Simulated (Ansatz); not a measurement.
Geometry optimisation, Ansatz, RKS BLYP-D4/cc-pVDZ.

Input file:

```yaml
crystal:
  periodic: [false, false, false]
  atoms:
    - { symbol: Si, position_ang: [0.7708, -0.3704, -0.7069] }
    - { symbol: S, position_ang: [2.0279, 0.4469, 1.322] }
    - { symbol: H, position_ang: [0.5397, -1.8075, -0.6607] }
    - { symbol: H, position_ang: [2.0147, -0.2996, -1.5124] }
    - { symbol: O, position_ang: [-0.1019, 0.8421, -1.3456] }
    - { symbol: H, position_ang: [0.2703, 0.0785, 1.1884] }
    - { symbol: Si, position_ang: [-1.4534, -0.4045, 0.6449] }
    - { symbol: H, position_ang: [1.7393, 1.717, 1.0754] }
    - { symbol: H, position_ang: [0.2231, 1.3802, -2.0666] }
    - { symbol: H, position_ang: [-2.2097, 0.7151, 1.2173] }
    - { symbol: H, position_ang: [-1.6909, -1.5972, 1.4684] }
    - { symbol: H, position_ang: [-2.1298, -0.7005, -0.6241] }
basis:
  gaussian: { orbitals: cc-pVDZ }
hamiltonian:
  xc: blyp
  dispersion: d4
relax:
  f_tol: 0.15
  max_steps: 25
  restrain:
    - { distance: [0, 6], at: 2.22, k: 30.0 }
    - { distance: [5, 1], at: 1.36, k: 30.0 }
    - { distance: [0, 1], at: 3.46, k: 30.0 }
    - { distance: [5, 6], at: 2.72, k: 30.0 }
```

Command:

```bash
$ ansatz run input.yaml --threads 2 --pin off --max-ram 3072MiB --backend cpu --events-out ev --progress --plain --runs-dir out
```

**Question.** Where does it end, and by what steps?

**Answer.** It converged. The restraints hold the end off the free minimum. After 20 steps the energy has fallen by 2.102 eV (the restraints' own energy left out); H3 moved furthest, 2.01 Å. Joined: S2–H6 (1.80 → 1.37 Å).

```json
{"step": "0", "energy less start (eV)": "0.0000", "largest force component (eV/Å)": "2.837", "accepted": "yes"}
{"step": "1", "energy less start (eV)": "0.4594", "largest force component (eV/Å)": "2.562", "accepted": "yes"}
{"step": "2", "energy less start (eV)": "0.6302", "largest force component (eV/Å)": "3.021", "accepted": "yes"}
{"step": "3", "energy less start (eV)": "0.4458", "largest force component (eV/Å)": "3.162", "accepted": "yes"}
{"step": "4", "energy less start (eV)": "-0.3480", "largest force component (eV/Å)": "2.340", "accepted": "yes"}
{"step": "5", "energy less start (eV)": "-0.8142", "largest force component (eV/Å)": "1.375", "accepted": "yes"}
{"step": "6", "energy less start (eV)": "-1.1692", "largest force component (eV/Å)": "1.355", "accepted": "yes"}
{"step": "7", "energy less start (eV)": "-1.4230", "largest force component (eV/Å)": "1.376", "accepted": "yes"}
{"step": "8", "energy less start (eV)": "-1.5892", "largest force component (eV/Å)": "1.501", "accepted": "yes"}
{"step": "9", "energy less start (eV)": "-1.7003", "largest force component (eV/Å)": "1.508", "accepted": "yes"}
{"step": "10", "energy less start (eV)": "-1.7728", "largest force component (eV/Å)": "1.516", "accepted": "yes"}
{"step": "11", "energy less start (eV)": "-1.8427", "largest force component (eV/Å)": "1.504", "accepted": "yes"}
{"step": "12", "energy less start (eV)": "-1.8981", "largest force component (eV/Å)": "1.357", "accepted": "yes"}
{"step": "13", "energy less start (eV)": "-1.9435", "largest force component (eV/Å)": "1.292", "accepted": "yes"}
{"step": "14", "energy less start (eV)": "-1.9877", "largest force component (eV/Å)": "1.137", "accepted": "yes"}
{"step": "15", "energy less start (eV)": "-2.0326", "largest force component (eV/Å)": "1.150", "accepted": "yes"}
{"step": "16", "energy less start (eV)": "-2.0670", "largest force component (eV/Å)": "1.085", "accepted": "yes"}
{"step": "17", "energy less start (eV)": "-2.0804", "largest force component (eV/Å)": "1.122", "accepted": "yes"}
{"step": "18", "energy less start (eV)": "-2.0951", "largest force component (eV/Å)": "1.096", "accepted": "yes"}
{"step": "19", "energy less start (eV)": "-2.0838", "largest force component (eV/Å)": "1.369", "accepted": "no"}
{"step": "20", "energy less start (eV)": "-2.1024", "largest force component (eV/Å)": "1.054", "accepted": "yes"}
```

```xyz
12
Properties=species:S:1:pos:R:3
Si 0.258 -0.564 -1.069
S 1.630 0.971 1.718
H -0.317 -1.134 -2.351
H 1.524 -1.321 -0.773
O 0.541 1.127 -1.328
H 0.298 0.983 2.017
Si -1.282 -0.714 0.582
H 1.392 1.562 0.501
H 0.951 1.333 -2.191
H -1.619 0.651 1.127
H -0.813 -1.583 1.718
H -2.563 -1.311 0.049
```

The run took 19 s on 2 threads of AMD EPYC 9R45 96-Core Processor (Zen 5), with other jobs on the host, peak memory 0.18 GiB.
